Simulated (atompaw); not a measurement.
# Pseudopotential generation for Sb: PAW (atompaw), PBE, scalar-relativistic.

atompaw 4.2.0.5 input, output lines left out:

```
Sb 51
GGA-PBE scalarrelativistic loggrid 1500 logderivrange -3 5 201
5 5 4 0 0 0
5 1 3
0 0 0
c
c
c
c
v
c
c
c
v
c
c
1
2.30 2.30 1.95 1.20
y
3.6
n
y
0.5
n
custom rrkj vanderbiltortho besselshape
bessel
1.90
2.30
2.30
2.30
```

All-electron outer shells of the reference configuration (PBE, scalar-relativistic, ld1.x):

```json
{"shell": "4p", "level (eV)": "-101.79", "outermost node (bohr)": "0.39", "outermost maximum (bohr)": "0.76"}
{"shell": "4d", "level (eV)": "-33.51", "outermost node (bohr)": "0.38", "outermost maximum (bohr)": "0.84"}
{"shell": "5s", "level (eV)": "-12.83", "outermost node (bohr)": "0.95", "outermost maximum (bohr)": "1.90"}
{"shell": "5p", "level (eV)": "-4.83", "outermost node (bohr)": "1.04", "outermost maximum (bohr)": "2.35"}
```

What the tests gave:

```json
{
  "Cutoffs needed": "10 Ry and 18 Ry (the cutoffs (Ry, on a coarse ladder) from which the occupation-weighted sum of valence levels, in a spherical-Bessel basis at the reference potential, stays within 10 and 1 mRy of its value at 400 Ry)",
  "Ghost test": "no extra level below or beside the all-electron valence levels (s, p, d, f tested) (spherical-Bessel basis up to 400 Ry, 20 bohr box)",
  "Lowest eigenvalue of the overlap operator": "0.57 (p channel)",
  "Overlap eigenvalues printed by atompaw (projector basis)": "0.391, 0.521, 22.8, 341",
  "Share of each valence orbital outside the PAW sphere": "5s 41 %, 5p 67 %"
}
```

Generation and tests took about 2.9 s on one core of a shared server CPU.
